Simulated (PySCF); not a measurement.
# Telling isomers of C7H13FOSi apart by NMR

Theory: geometry from GFN2-xTB, GIAO PBE0/pcSseg-1 shieldings, in PySCF (no solvent model, equivalent nuclei averaged, no relativistic terms, single conformer).

References, each an isolated molecule treated in the same way: ¹H (σref 31.72) and ¹³C (σref 186.93) against TMS. Splittings of carbon signals by F and P are missing where no couplings were computed. Where no couplings were computed, multiplicities follow the n + 1 count of equivalent neighbours, and m marks all less simple cases (inequivalent or close neighbours, rings, F or P nearby). Shifts are as computed. Against solution values, carbons near 30 ppm lie about +3 ppm off and those near 130 ppm about +5 ppm. Of 1211 compounds with measured shifts, 218 miss one by over three times the rms of a fit or turn the order of signals round; such compounds aren't used in these exercises.

(1) Tabulate the signals of `C[C@@H]1C[C@]12COC[C@@H](F)[SiH2]2`, `C=C(C)/C=C(\C)O[SiH2]CF` and their relative energies.

(2) What is the quickest way to tell C[C@@H]1C[C@]12COC[C@@H](F)[SiH2]2 from C=C(C)/C=C(\C)O[SiH2]CF?

Answers

(1) 
```json
{"SMILES": "C[C@@H]1C[C@]12COC[C@@H](F)[SiH2]2", "carbon types": "1×C 2×CH 3×CH2 1×CH3", "δC": "83.8, 75.7, 75.4, 21.6, 15.9, 15.6, 10.8", "δH": "4.99 (m, 1H), 4.72 (m, 1H), 4.34 (m, 1H), 3.91 (m, 1H), 3.65 (m, 1H), 3.60 (m, 1H), 3.54 (m, 1H), 1.23 (d, 3H), 0.86 (m, 1H), 0.48 (m, 1H), -0.04 (m, 1H)", "E rel. (kcal/mol)": "11.5"}
{"SMILES": "C=C(C)/C=C(\\C)O[SiH2]CF", "carbon types": "2×C 1×CH 2×CH2 2×CH3", "δC": "158.0, 147.3, 119.5, 115.7, 76.3, 24.4, 23.3", "δH": "5.39 (s, 1H), 5.09 (m, 2H), 5.03 (m, 2H), 4.95 (m, 1H), 4.95 (m, 1H), 2.31 (s, 3H), 2.05 (s, 3H)", "E rel. (kcal/mol)": "0.0"}
```

Energies are electronic energies at PBE0/pcSseg-1 on these geometries, without zero-point or thermal terms, each for the one conformer computed, which needn't be the lowest.

(2) Both give the same number of carbon signals, but DEPT or the intensities differ. The first has a three-membered-ring carbon (CH) at 21.6 ppm, the second an alkene carbon bearing oxygen (C) at 158.0 ppm. Their most deshielded carbons lie at 83.8 and 158.0 ppm.
